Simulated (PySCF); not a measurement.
## Working out the ionisation energy of Fe

Fe [Ar] 3d6 4s2 (5D) → Fe⁺ [Ar] 3d6 4s1 (6D). All numbers are calculated (PySCF 2.14, the spin-free X2C one-electron Hamiltonian (Gaussian nucleus), in aug-cc-pVQZ-DK). Frozen: [Ar]. Energies in hartree (1 hartree = 27.21139 eV):

| part | Fe (lower) | Fe⁺ (upper) |
| --- | --- | --- |
| UHF | -1271.349396 | -1271.113118 |
| MP2 opposite-spin | -0.105913 | -0.065394 |
| MP2 same-spin | -0.095282 | -0.093857 |

Question: What does Hartree-Fock give?

Answer: (-1271.113118) − (-1271.349396) = 0.236278 hartree = 6.429 eV.

Question: What do MP2 and SCS-MP2 (6/5 opposite-spin, 1/3 same-spin) give?

Answer: The opposite-spin parts differ by 1.103 eV and the same-spin parts by 0.039 eV. MP2: 6.429 + (1.103) + (0.039) = 7.571 eV. SCS-MP2: 6.429 + 1.2 × (1.103) + (0.039)/3 = 7.766 eV.

Measured between the centres of the two terms (NIST): 7.904 eV, so MP2 (valence) is off by -0.333 eV.

What remains against the reference includes basis incompleteness, the frozen core and correlation beyond second order.
